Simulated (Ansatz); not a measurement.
Species: CuH, charge 0, multiplicity 1. SMILES: [CuH]
Geometry: optimised at B3LYP-D3(BJ)/def2-TZVP (Ansatz, a first-principles code).

Wanted: vertical electron affinity to the doublet, in eV. Set-up: non-relativistic; 6-31G* and kin with 6d, 5d where marked; each state is the SCF solution reached for its charge and spin; valence correlation only (noble-gas shells and the d and f shells of earlier blocks); no spin-orbit coupling; LANL2DZ with its own core potentials from Na on; UHF or UKS for open shells. Ab initio and DFT rows: single points at B3LYP-D3(BJ) geometries (Ansatz). A UHF reference is markedly spin-contaminated in at least one set, which strains HF and MP2.

| level | program | vertical electron affinity to the doublet (eV) |
|---|---|---|
| HF/6-31G* | Ansatz | 0.49 |
| HF/6-31G* with LANL2DZ past Ar | Ansatz | -0.28 |
| PBE/6-31G* | Ansatz | -0.03 |
| PBE/6-31G* with LANL2DZ past Ar | Ansatz | 0.22 |
| B3LYP/3-21G | Ansatz | 0.51 |
| B3LYP/6-31G* | Ansatz | 0.07 |
| B3LYP/6-31G* with LANL2DZ past Ar | Ansatz | 0.24 |
| MP2/6-31G* | Ansatz | -1.56 |
| MP2/6-31G* with LANL2DZ past Ar | Ansatz | -0.11 |
| B3LYP/def2-TZVPD | Ansatz | 0.36 |

No value to compare with is used here. The 9 habitual levels span -1.56 (MP2/6-31G*) to 0.51 eV (B3LYP/3-21G); B3LYP/def2-TZVPD gives 0.36.

The levels are drawn from those run, B3LYP/6-31G* more often than the rest, none by its result; runs whose electronic state is in doubt are left out.
